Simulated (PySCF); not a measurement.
## Copper: a sound run and one with changed settings

Sound run: Cu [Ar] 3d10 4s1, Cu⁺ [Ar] 3d10. All numbers are calculated (PySCF 2.14, the spin-free X2C one-electron Hamiltonian (Gaussian nucleus), in cc-pVTZ-DK (7s6p4d2f1g, 68 functions)). The sound run starts from symmetry-adapted Hartree-Fock orbitals and uses a fine grid where one is needed.

Changed run: 14 angular points. This setting is unsound on purpose.

```
species  method  sound run (hartree)  changed run (hartree)  converged
     Cu     UHF          -1653.14877            -1653.14877        yes
     Cu   B3LYP          -1654.83101            -1655.45370        yes
     Cu    PBE0          -1654.52841            -1655.09101        yes
    Cu⁺     UHF          -1652.90716            -1652.90716        yes
    Cu⁺   B3LYP          -1654.52942            -1655.16122        yes
    Cu⁺    PBE0          -1654.23696            -1654.80846        yes
```

Ionisation energy of Cu:

| method | sound run (eV) | changed run (eV) |
| --- | --- | --- |
| UHF | 6.574 | 6.574 |
| B3LYP | 8.207 | 7.959 |
| PBE0 | 7.931 | 7.688 |

A coarse angular grid integrates products of high-l functions wrongly, so density functionals can shift, and the SCF can exploit the error; Hartree-Fock and MP2 need no grid.

For comparison, NIST gives 7.726 eV between the lowest levels.
